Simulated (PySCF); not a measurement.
# A series of derivatives of CCC[SiH](F)F

Parent skeleton `[CH3:1][CH2:2][CH2:3][SiH:4]([F:5])[F:6]`; one hydrogen on atom 2 is replaced by X. Hydrogens on one atom are averaged.

Non-relativistic, fast rotation and ring inversion assumed for equivalent nuclei, single conformer, in vacuum. Shielding tensors at PBE0/pcSseg-1 (GIAO); GFN2-xTB structure; PySCF.

δ = σ(ref) − σ, references computed at the same level: ¹³C and ²⁹Si and ¹H vs TMS; ¹⁹F vs CFCl3.

Parent (X = H): C1 20.4, C2 17.9, C3 22.3, Si4 -2.9, F5 -158.7, F6 -158.7, H(C1) 1.12, H(C2) 1.34, H(C3) 0.87 ppm. Effects are Δδ = δ(X) − δ(H), positive for deshielding.

(1) Order these by the shift of C1, most shielded first.
A. X = OC2H5
B. X = ethynyl
C. X = CF3

(2) Order these by the shift of Si4, most shielded first.
A. X = OC2H5
B. X = CH2NH2
C. X = ethynyl
D. X = CF3

(3) Order these by the shift of H(C3), most shielded first.
A. X = OC2H5
B. X = CH2NH2
C. X = CF3

Answers

(1) C (-0.7 ppm), A (+2.3 ppm), B (+5.0 ppm).

(2) B (-45.0 ppm), A (-13.2 ppm), D (-3.8 ppm), C (-0.5 ppm).

(3) B (-0.22 ppm), C (+0.17 ppm), A (+0.46 ppm).

Unscaled 19F shifts against computed CFCl3 carry errors that often reach 10 to 50 ppm.
